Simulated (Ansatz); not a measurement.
CH$_{7}$BrSi$_{2}$, SMILES `[SiH3]C[SiH2]Br`, relaxed with RKS PBE-D4/def2-SVP in the Gaussian-basis code of Ansatz from a rough embedded geometry. The force threshold is 0.03 eV/Å; the program also tests the step.

Charge 0, multiplicity 1.

Start:

```xyz
11

Si   -0.426    1.119   -0.919
C    -0.237   -0.641   -0.470
Si    0.575   -0.610    1.164
Br    0.820   -2.624    1.942
H     0.917    1.793   -1.084
H    -1.062    1.192   -2.334
H    -1.287    1.896   -0.022
H    -1.211   -1.092   -0.407
H     0.330   -1.181   -1.191
H     1.881    0.037    1.140
H    -0.300    0.111    2.181
```

| step | energy (eV) | largest force (eV/Å) | largest move (Å) |
| --- | --- | --- | --- |
| 1 | -86919.0768 | 2.448 | 0.000 |
| 2 | -86919.3811 | 0.604 | 0.173 |
| 3 | -86919.4257 | 0.119 | 0.052 |
| 4 | -86919.4294 | 0.032 | 0.024 |
| 5 | -86919.4324 | 0.078 | 0.041 |
| 6 | -86919.4338 | 0.007 | 0.028 |

End:

```xyz
11

Si   -0.470    1.196   -1.076
C    -0.224   -0.568   -0.417
Si    0.589   -0.656    1.276
Br    0.807   -2.800    1.930
H     0.858    1.895   -1.193
H    -1.123    1.167   -2.430
H    -1.341    1.984   -0.135
H    -1.213   -1.073   -0.364
H     0.396   -1.140   -1.140
H     1.964   -0.053    1.241
H    -0.244    0.048    2.308
```

It took 9 s on 4 threads of an Arm Neoverse V1 on a shared host, with 0.17 GiB of host memory at the peak.
